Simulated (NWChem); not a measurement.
# SnH2, singlet; SMILES [SnH2]

```xyz
3

Sn     0.0000     0.0000     0.0194
H      0.0000    -1.2619    -1.2372
H      0.0000     1.2619    -1.2372
```
Atoms are numbered in this order, from 1.

Level: PBE0/def2-SVP with def2 effective core potentials on Sn (NWChem), optimised geometry, unscaled harmonic frequencies. Low-valent species are run as closed-shell singlets; no triplet was tried in these runs. def2 effective core potentials on Sn; no spin-orbit coupling.

```tsv
frequency (cm⁻¹)	IR intensity (km/mol)
797	77.8
1732	431.0
1739	454.7
```

```
Property                                                                            Value
-----------------------------------------------------------------------  ----------------
zero-point energy                                                            6.1 kcal/mol
thermal correction to the enthalpy at 298.15 K (with zero-point energy)      8.5 kcal/mol
heat capacity Cv                                                          6.7 cal/(mol K)
entropy at 298.15 K and 1 atm (symmetry number 2)                        54.8 cal/(mol K)
```

Rigid rotor and harmonic oscillator.
